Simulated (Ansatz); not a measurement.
Basis sets compared for Cu(NH3)Me (CH₆CuN). Total charge 0; singlet. Geometry PBE0-D4/def2-TZVP. Ansatz on 4 threads of Arm Neoverse V2 on a shared host; times are rough, and most runs start from earlier orbitals.

Cartesian coordinates in Å:
```
Cu -0.001 0.019 -0.013
N 0.055 -1.595 1.127
H -0.358 -2.393 0.654
H -0.456 -1.451 1.992
H 1.009 -1.840 1.370
C -0.054 1.572 -1.110
H 0.546 1.439 -2.017
H 0.336 2.447 -0.580
H -1.078 1.803 -1.422
```

Binding counts from free atoms (Cu doublet, N quartet, H doublet, C triplet) in the same basis, without a counterpoise term.

| level | functions | energy (Eh) | HOMO (eV) | LUMO (eV) | binding per atom (eV) | wall time |
| --- | --- | --- | --- | --- | --- | --- |
| PBE-D4/def2-SVP | 89 | -1736.3203 | -4.00 | -0.80 | 3.43 | 0.7 s |
| PBE-D4/def2-TZVP | 143 | -1736.6898 | -4.39 | -1.12 | 3.38 | 1.1 s |
| r2SCAN-D4/def2-TZVP | 143 | -1736.9845 | -4.41 | -0.54 | 3.33 | 2.1 s |
| PBE0-D4/def2-SVP | 89 | -1736.3367 | -5.06 | -0.06 | 3.34 | 0.85 s |
| PBE0-D4/def2-TZVP (with forces) | 143 | -1736.6917 | -5.39 | -0.38 | 3.30 | 2 s |

**Question.** Estimate the rows for PBE-D4/def2-TZVPD, r2SCAN-D4/def2-TZVPD, PBE0-D4/def2-TZVPD.

**Answer.** 
```json
{"level": "PBE-D4/def2-TZVPD", "functions": "176", "energy (Eh)": "-1736.6914", "HOMO (eV)": "-4.43", "LUMO (eV)": "-1.41", "binding per atom (eV)": "3.39", "wall time": "1.4 s"}
{"level": "r2SCAN-D4/def2-TZVPD", "functions": "176", "energy (Eh)": "-1736.9856", "HOMO (eV)": "-4.44", "LUMO (eV)": "-0.80", "binding per atom (eV)": "3.34", "wall time": "2.9 s"}
{"level": "PBE0-D4/def2-TZVPD", "functions": "176", "energy (Eh)": "-1736.6928", "HOMO (eV)": "-5.43", "LUMO (eV)": "-0.74", "binding per atom (eV)": "3.30", "wall time": "1.8 s"}
```
